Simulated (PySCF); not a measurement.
# Computed records: F$_{3}$Si, AlBClHN, CH$_{7}$BOSi, C$_{2}$H$_{8}$AlN and others

All values are calculated (PySCF 2.14.0). Calculation on a computer-drawn molecule: optimised geometry and harmonic frequencies of an isolated molecule of the commonest isotopes, restricted reference for singlets and unrestricted otherwise, frozen core in MP2.

Common to all runs: multiplicity 1; method HF.

(1) F$_{3}$Si

Start structure:
```xyz
4
F3Si
F     -1.3194     1.9601    -0.1998
Si    -1.7640     2.4882     1.3221
F     -0.6207     1.5329     2.1284
F     -0.6743     3.8734     1.2491
```

Here we set charge -1 and basis aug-cc-pV(D+d)Z.

The calculation gives: rotational constants 6.983, 6.982, 4.303 GHz; total energy -587.4986 hartree; convergence status largest gradient component 1.833e-05 hartree/bohr.

Drawn bonds:
```tsv
atom	other atom	order
1	2	1
2	3	1
2	4	1
```

Optimised structure:
```xyz
4
F3Si
F     -1.3343     1.9517    -0.2116
Si    -1.7031     2.5165     1.3160
F     -0.6337     1.5307     2.1364
F     -0.7073     3.8558     1.2590
```

Modes:
```tsv
frequency (cm⁻¹)	reduced mass (dalton)
290.9	19.61
290.9	19.61
419.4	20.52
718.2	22.18
718.3	22.18
746.3	22.12
```

(2) AlBClHN

Start structure:
```xyz
5
AlBClHN
N     -0.4284    -0.5126    -1.1861
B     -1.1328    -0.7537    -0.2198
Al    -2.3542    -1.1108     1.3277
Cl    -3.5086    -1.4716     2.9024
H      0.1558    -0.2908    -1.9631
```

Settings of this run: charge 1 and basis cc-pV(D+d)Z.

It finds rotational constants 1.427, 1.427 GHz; total energy -780.9443 hartree; convergence status largest gradient component 3.334e-05 hartree/bohr.

Drawn bonds:
```tsv
atom	other atom	order
1	2	2
2	3	1
3	4	1
1	5	1
```

Optimised structure:
```xyz
5
AlBClHN
N     -0.4172    -0.4989    -1.1983
B     -1.1359    -0.7278    -0.2465
Al    -2.3466    -1.1121     1.3544
Cl    -3.5389    -1.4898     2.9280
H      0.1704    -0.3109    -1.9764
```

Modes:
```tsv
frequency (cm⁻¹)	reduced mass (dalton)
98.02	9.195
264.1	7.305
266.6	7.078
397.4	11.91
715.3	1.288
719.3	1.234
739.7	23.54
2136	7.373
3993	1.11
```

(3) CH$_{7}$BOSi

Start structure:
```xyz
11
CH7BOSi
C      1.1665    -1.5938     0.8093
B     -0.4004    -1.3330     0.4077
Si    -1.0939    -2.0516    -1.2295
O     -2.6516    -1.3336    -1.4205
H      1.6437    -2.4224     0.2587
H      1.7344    -0.6817     0.5396
H      1.2715    -1.7528     1.9048
H     -0.9799    -0.6671     1.1221
H     -0.3691    -1.7418    -2.4839
H     -1.2730    -3.5429    -1.2782
H     -3.2131    -1.6433    -2.1301
```

Settings of this run: charge 0 and basis cc-pV(D+d)Z.

Results for CH$_{7}$BOSi: rotational constants 17.93, 2.524, 2.305 GHz; total energy -430.4550 hartree; convergence status largest gradient component 1.21e-05 hartree/bohr.

Drawn bonds:
```tsv
atom	other atom	order
1	2	1
2	3	1
3	4	1
1	5	1
1	6	1
1	7	1
2	8	1
3	9	1
3	10	1
4	11	1
```

Optimised structure:
```xyz
11
CH7BOSi
C      1.1747    -1.6057     0.7953
B     -0.3329    -1.3176     0.4331
Si    -1.1929    -2.0417    -1.2625
O     -2.7024    -1.3845    -1.4714
H      1.6644    -2.3845     0.2067
H      1.7170    -0.6655     0.6110
H      1.3092    -1.8209     1.8597
H     -0.9690    -0.6260     1.1848
H     -0.3415    -1.7512    -2.4495
H     -1.2850    -3.5266    -1.1784
H     -3.2066    -1.6397    -2.2288
```

Modes:
```tsv
frequency (cm⁻¹)	reduced mass (dalton)
38.19	2.305
84.59	1.083
147.2	3.181
251.8	1.078
305	4.181
431.6	1.172
605.4	2.723
661.8	1.227
803.4	1.149
824.1	1.064
876.2	6.717
881.3	1.218
926.6	1.712
1002	1.412
1040	1.064
1071	2.091
1211	1.608
1426	1.291
1539	1.054
1570	1.07
2249	1.049
2268	1.03
2681	1.092
3132	1.049
3206	1.083
3247	1.103
4175	1.067
```

(4) C$_{2}$H$_{8}$AlN

Start structure:
```xyz
12
C2H8AlN
C     -0.6675    -0.1662     1.1133
N      0.2228     0.6097     0.2001
C      1.4616     1.0365     0.7834
Al    -0.1692     0.9536    -1.5170
H     -0.2181    -1.1070     1.4130
H     -1.5464    -0.4306     0.5789
H     -0.9464     0.4217     1.9909
H      1.2491     1.6681     1.6598
H      2.0347     0.1361     1.1527
H      2.0374     1.5040     0.0724
H     -1.6009     0.5343    -2.1088
H      0.7285     1.7399    -2.4729
```

Settings of this run: charge 0 and basis cc-pV(D+d)Z.

Results for C$_{2}$H$_{8}$AlN: rotational constants 8.878, 4.399, 3.054 GHz; total energy -376.7753 hartree; convergence status largest gradient component 1.744e-05 hartree/bohr.

Drawn bonds:
```tsv
atom	other atom	order
1	2	1
2	3	1
2	4	1
1	5	1
1	6	1
1	7	1
3	8	1
3	9	1
3	10	1
4	11	1
4	12	1
```

Optimised structure:
```xyz
12
C2H8AlN
C     -0.6600    -0.1451     1.0691
N      0.1957     0.5921     0.1613
C      1.4401     0.9934     0.7860
Al    -0.2303     0.9602    -1.5197
H     -0.1730    -1.0601     1.4290
H     -1.5896    -0.4361     0.5771
H     -0.9228     0.4528     1.9508
H      1.2649     1.6380     1.6565
H      2.0154     0.1260     1.1331
H      2.0663     1.5471     0.0846
H     -1.6229     0.4580    -2.0679
H      0.8018     1.7740    -2.3941
```

Modes:
```tsv
frequency (cm⁻¹)	reduced mass (dalton)
209.9	1.379
236.2	1.058
254.5	2.52
267.8	1.024
321.5	1.782
388.2	2.546
585.6	1.263
651.1	1.176
667.5	3.448
841.6	1.116
1080	2.49
1167	1.428
1201	1.218
1261	1.398
1300	4.266
1418	2.286
1554	1.163
1581	1.043
1586	1.192
1592	1.044
1608	1.047
1625	1.052
1992	1.062
1998	1.023
3124	1.038
3133	1.039
3172	1.103
3174	1.105
3244	1.098
3246	1.099
```

(5) AlH$_{5}$N

Start structure:
```xyz
7
AlH5N
N     -0.2259    -2.4807    -1.6079
Al     0.4166    -2.6544     0.0862
H     -1.1110    -2.0113    -1.8570
H      0.1611    -2.7656    -2.5570
H      1.8738    -1.9564     0.1719
H      0.6376    -4.2509     0.3770
H     -0.6518    -1.9680     1.0160
```

It was run with charge -1 and basis aug-cc-pV(D+d)Z.

Results for AlH$_{5}$N: rotational constants 57.16, 10.81, 10.53 GHz; total energy -299.3166 hartree; convergence status largest gradient component 1.022e-05 hartree/bohr.

Drawn bonds:
```tsv
atom	other atom	order
1	2	1
1	3	1
1	4	1
2	5	1
2	6	1
2	7	1
```

Optimised structure:
```xyz
7
AlH5N
N     -0.4344    -2.5869    -1.6540
Al     0.3836    -2.6823     0.0402
H     -0.7710    -1.6893    -1.9549
H      0.0642    -2.9829    -2.4311
H      1.7904    -1.8099     0.1397
H      0.7399    -4.2606     0.3421
H     -0.6722    -2.0753     1.1472
```

Modes:
```tsv
frequency (cm⁻¹)	reduced mass (dalton)
136.4	1.023
395.5	1.12
521.9	1.056
614	1.375
637.2	3.892
787	1.137
804.8	1.087
846.8	1.135
856.9	1.098
1609	1.046
1659	1.048
1668	1.097
1745	1.016
3703	1.051
3781	1.091
```

(6) CH$_{7}$BSi$_{2}$

Start structure:
```xyz
11
CH7BSi2
B      0.0667    -0.4885    -1.7921
Si     0.8896     0.6186    -0.4900
C      1.3306     0.0596     1.1359
Si     0.9208    -1.6994     1.9561
H     -0.3461    -1.5977    -1.6038
H     -0.1411    -0.0012    -2.9214
H      1.2846     1.9290    -0.7132
H      1.7279     0.6655     1.8783
H      2.1978    -2.3201     2.4421
H      0.0066    -1.4729     3.1612
H      0.2068    -2.5628     1.0802
```

Here we set charge 0 and basis cc-pV(D+d)Z.

It finds rotational constants 8.543, 2.246, 1.815 GHz; total energy -644.4206 hartree; convergence status largest gradient component 1.234e-05 hartree/bohr.

Drawn bonds:
```tsv
atom	other atom	order
1	2	1
2	3	2
3	4	1
1	5	1
1	6	1
2	7	1
3	8	1
4	9	1
4	10	1
4	11	1
```

Optimised structure:
```xyz
11
CH7BSi2
B      0.0246    -0.5142    -1.8094
Si     0.9349     0.5807    -0.3773
C      1.2723     0.0234     1.2037
Si     0.9036    -1.6377     1.9514
H     -0.3236    -1.6363    -1.5919
H     -0.1753    -0.0466    -2.8945
H      1.3330     1.9599    -0.7326
H      1.7697     0.7296     1.8685
H      2.1504    -2.3056     2.4033
H      0.0247    -1.5020     3.1404
H      0.2300    -2.5211     0.9717
```

Modes:
```tsv
frequency (cm⁻¹)	reduced mass (dalton)
112.8	1.098
146.2	3.434
147.5	1.026
195.9	3.041
270	3.075
486.2	1.09
589.5	2.697
644	1.666
675.6	1.845
714.1	1.112
786.4	1.775
806.1	1.309
909.4	1.223
956	1.314
1018	1.371
1026	1.042
1030	1.145
1046	1.078
1261	1.288
1264	2.291
2278	1.05
2292	1.039
2313	1.03
2328	1.042
2697	1.054
2790	1.125
3279	1.085
```
